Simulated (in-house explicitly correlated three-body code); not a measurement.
Values are calculated unless marked as measured or tabulated.
## Two electrons around a charge Z: errors of exchange and correlation functionals on the exact density

The exact non-relativistic ground state comes from a variational code in 260 exponentially correlated functions, the Kohn-Sham parts from inverting its density (past Z = 6 the correlation energy is taken as exact minus Hartree-Fock, equal to within microhartrees), and self-consistent runs (Hartree-Fock is restricted) from a B-spline radial code. Z may be fractional; the second electron is bound down to Z = 0.911.

Each entry is functional minus exact.

```
   Z  TPSS x (mEh)  TPSS c (mEh)  LDA PW92 x (mEh)  LDA PW92 c (mEh)  SCAN x (mEh)  SCAN c (mEh)
1.11         -8.81         +5.71            +57.54            -38.15         -8.68         +8.89
 1.2             ?             ?                 ?                 ?             ?             ?
1.36         -6.46         +2.09            +82.49            -50.23         -6.61         +6.21
 1.5         -5.87         +1.07            +95.62            -55.46         -6.08         +5.50
1.58         -5.62         +0.63            +103.0            -58.18         -5.87         +5.20
1.84         -5.09         -0.38            +126.7            -66.01         -5.39         +4.51
   2         -4.87         -0.81            +141.2            -70.26         -5.19         +4.21
2.18             ?             ?                 ?                 ?             ?             ?
2.52         -4.44         -1.70            +187.9            -82.07         -4.80         +3.57
2.74         -4.32         -1.94            +207.6            -86.38         -4.70         +3.38
```

**Question.** What belongs in the row Z = 2.18?

**Answer.** TPSS x (mEh): -4.68; TPSS c (mEh): -1.19; LDA PW92 x (mEh): +157.4; LDA PW92 c (mEh): -74.66; SCAN x (mEh): -5.02; SCAN c (mEh): +3.95.

**Question.** What belongs in the row Z = 1.2?

**Answer.** TPSS x (mEh): -7.63; TPSS c (mEh): +3.95; LDA PW92 x (mEh): +66.91; LDA PW92 c (mEh): -43.11; SCAN x (mEh): -7.64; SCAN c (mEh): +7.56.

**Question.** How do the exchange errors scale with Z?

**Answer.** TPSS +1.92 % in the size of E_x at Z = 1.11 and +0.29 % at 2.74; LDA PW92 -12.56 % in the size of E_x at Z = 1.11 and -13.95 % at 2.74; SCAN +1.89 % in the size of E_x at Z = 1.11 and +0.32 % at 2.74. Exchange scales linearly under uniform scaling of the density, so its relative error changes only with the density's shape.
